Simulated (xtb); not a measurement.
Cl$_{5}$Sb, singlet, geometry from GFN2-xTB; GFN2-xTB with ALPB(water) run with xtb 6.7.1.

Input for xtb:
```
$ xtb mol.xyz --gfn 2 --chrg 0 --uhf 0 --alpb water --json

# file mol.xyz
6

Sb    -0.00000000     0.00000000    -0.00000000
Cl     1.96949773    -0.36395964    -1.23270781
Cl     1.00843566    -1.01938883     1.91215478
Cl    -1.00843566     1.01938883    -1.91215478
Cl    -1.69224415    -1.63303023     0.02187406
Cl    -0.27725357     1.99698987     1.21083376
```

Predict the main parts of the log of this xtb run.


```
   ID    Z sym.   atoms
    1   51 Sb     1
    2   17 Cl     2-6

           -------------------------------------------------
          |                Calculation Setup                |
           -------------------------------------------------

           -------------------------------------------------
          |                 G F N 2 - x T B                 |
           -------------------------------------------------

      * Solvation model:               ALPB
        Solvent                        water
        Parameter file                 internal GFN2-xTB/ALPB
        Dielectric constant                8.0200E+01
        Reference state                gsolv [1 M gas/solution]
        Free energy shift                  1.0808E-03 Eh       6.7819E-01 kcal/mol
        Temperature                        2.9815E+02 K
        Density                            1.0000E+00 kg/L
        Solvent mass                       1.8000E+01 g/mol
        Interaction kernel             P16
        Born radius scaling (c1)           1.4744E+00
        Born radii integrator          GBOBC
        Born offset                        0.0000E+00 a0       0.0000E+00 AA
        H-bond correction              true
        Ion screening                  false
        Surface tension                    1.0000E-05 Eh       1.5569E+01 dyn/cm
        Grid points                               230 per atom

          ...................................................
          :                      SETUP                      :
          :.................................................:
          :  # basis functions                  60          :
          :  # atomic orbitals                  54          :
          :  # shells                           18          :
          :  # electrons                        40          :
          :  max. iterations                   250          :
          :  Hamiltonian                  GFN2-xTB          :
          :  restarted?                      false          :
          :  GBSA solvation                   true          :
          :  PC potential                    false          :
          :  electronic temp.          300.0000000     K    :
          :  accuracy                    1.0000000          :
          :  -> integral cutoff          0.2500000E+02      :
          :  -> integral neglect         0.1000000E-07      :
          :  -> SCF convergence          0.1000000E-05 Eh   :
          :  -> wf. convergence          0.1000000E-03 e    :
          :  Broyden damping             0.4000000          :
          :  net charge                          0          :
          :  unpaired electrons                  0          :
          ...................................................

 iter      E             dE          RMSdq      gap      omega  full diag
   1    -25.1082704 -0.251083E+02  0.796E+00    3.30       0.0  T
   2    -25.1069565  0.131390E-02  0.500E+00    3.33       1.0  T
   3    -25.0418137  0.651428E-01  0.365E+00    3.13       1.0  T
   4    -25.1206127 -0.787990E-01  0.105E+00    3.26       1.0  T
   5    -25.1210800 -0.467299E-03  0.501E-01    3.32       1.0  T
   6    -25.1215288 -0.448764E-03  0.133E-01    3.31       1.0  T
   7    -25.1207792  0.749562E-03  0.330E-01    3.33       1.0  T
   8    -25.1216483 -0.869034E-03  0.276E-02    3.31       1.5  T
   9    -25.1216483  0.335757E-08  0.257E-02    3.31       1.6  T
  10    -25.1216498 -0.153560E-05  0.122E-02    3.31       3.3  T
  11    -25.1216497  0.679822E-07  0.130E-02    3.31       3.1  T
  12    -25.1216500 -0.292829E-06  0.463E-04    3.31      88.3  T
  13    -25.1216500  0.404711E-09  0.314E-04    3.31     129.9  T

   *** convergence criteria satisfied after 13 iterations ***

         :::::::::::::::::::::::::::::::::::::::::::::::::::::
         ::                     SUMMARY                     ::
         :::::::::::::::::::::::::::::::::::::::::::::::::::::
         :: total energy             -25.116486311349 Eh    ::
         :: total w/o Gsasa/hb       -25.116795194576 Eh    ::
         :: gradient norm              0.001214918109 Eh/a0 ::
         :: HOMO-LUMO gap              3.307069458375 eV    ::
         ::.................................................::
         :: SCC energy               -25.121635787480 Eh    ::
         :: -> isotropic ES            0.036411007196 Eh    ::
         :: -> anisotropic ES          0.002407823878 Eh    ::
         :: -> anisotropic XC          0.001415567105 Eh    ::
         :: -> dispersion             -0.010461090113 Eh    ::
         :: -> Gsolv                  -0.000457356750 Eh    ::
         ::    -> Gelec               -0.000766239976 Eh    ::
         ::    -> Gsasa               -0.000771281907 Eh    ::
         ::    -> Ghb                 -0.000000594565 Eh    ::
         ::    -> Gshift               0.001080759698 Eh    ::
         :: repulsion energy           0.005149476131 Eh    ::
         :: add. restraining           0.000000000000 Eh    ::
         :: total charge               0.000000000000 e     ::
         :::::::::::::::::::::::::::::::::::::::::::::::::::::

           -------------------------------------------------
          |                Property Printout                |
           -------------------------------------------------

    * Orbital Energies and Occupations

         #    Occupation            Energy/Eh            Energy/eV
      -------------------------------------------------------------
         1        2.0000           -1.0921708             -29.7195
       ...           ...                  ...                  ...
         8        2.0000           -0.5268860             -14.3373
         9        2.0000           -0.5212082             -14.1828
        10        2.0000           -0.4834939             -13.1565
        11        2.0000           -0.4834939             -13.1565
        12        2.0000           -0.4754042             -12.9364
        13        2.0000           -0.4754042             -12.9364
        14        2.0000           -0.4697173             -12.7817
        15        2.0000           -0.4637072             -12.6181
        16        2.0000           -0.4588355             -12.4856
        17        2.0000           -0.4553757             -12.3914
        18        2.0000           -0.4553757             -12.3914
        19        2.0000           -0.4542489             -12.3607
        20        2.0000           -0.4542489             -12.3607 (HOMO)
        21                         -0.3327164              -9.0537 (LUMO)
        22                         -0.2458578              -6.6901
        23                         -0.2458578              -6.6901
        24                         -0.1709524              -4.6519
        25                         -0.0226561              -0.6165
        26                         -0.0226561              -0.6165
        27                         -0.0223294              -0.6076
        28                         -0.0223294              -0.6076
        29                         -0.0222949              -0.6067
        30                         -0.0198223              -0.5394
        31                         -0.0198223              -0.5394
       ...                                ...                  ...
        54                          1.7936452              48.8076
      -------------------------------------------------------------
                  HL-Gap            0.1215326 Eh            3.3071 eV
             Fermi-level           -0.3934826 Eh          -10.7072 eV

     #   Z          covCN         q      C6AA      α(0)
     1  51 Sb       4.079     0.359   358.907    36.065
     2  17 Cl       0.821    -0.049   100.586    15.343
     3  17 Cl       0.820    -0.107   102.381    15.479
     4  17 Cl       0.820    -0.107   102.381    15.479
     5  17 Cl       0.821    -0.049   100.586    15.343
     6  17 Cl       0.821    -0.049   100.586    15.343

 Mol. C6AA /au·bohr⁶  :       4762.500752
 Mol. C8AA /au·bohr⁸  :     269381.380285
 Mol. α(0) /au        :        113.050952

Wiberg/Mayer (AO) data.
largest (>0.10) Wiberg bond orders for each atom

 ---------------------------------------------------------------------------
     #   Z sym  total        # sym  WBO       # sym  WBO       # sym  WBO
 ---------------------------------------------------------------------------
     1  51 Sb   4.647 --     5 Cl   0.960     2 Cl   0.960     6 Cl   0.960
                             4 Cl   0.883     3 Cl   0.883
     2  17 Cl   1.377 --     1 Sb   0.960     4 Cl   0.143     3 Cl   0.143
     3  17 Cl   1.324 --     1 Sb   0.883     5 Cl   0.143     2 Cl   0.143
                             6 Cl   0.143
     4  17 Cl   1.324 --     1 Sb   0.883     5 Cl   0.143     2 Cl   0.143
                             6 Cl   0.143
     5  17 Cl   1.377 --     1 Sb   0.960     4 Cl   0.143     3 Cl   0.143
     6  17 Cl   1.377 --     1 Sb   0.960     4 Cl   0.143     3 Cl   0.143
 ---------------------------------------------------------------------------

Topologies differ in total number of bonds
Writing topology from bond orders to xtbtopo.mol

molecular dipole:
                 x           y           z       tot (Debye)
 q only:       -0.000      -0.000      -0.000
   full:       -0.000      -0.000      -0.000       0.000
molecular quadrupole (traceless):
                xx          xy          yy          xz          yz          zz
 q only:        0.678       0.786       0.661      -1.474       1.490      -1.339
  q+dip:        0.924       1.071       0.901      -2.009       2.031      -1.826
   full:        1.165       1.349       1.136      -2.531       2.559      -2.300

           -------------------------------------------------
          | TOTAL ENERGY              -25.116486311349 Eh   |
          | GRADIENT NORM               0.001214918109 Eh/α |
          | HOMO-LUMO GAP               3.307069458375 eV   |
           -------------------------------------------------

normal termination of xtb
```
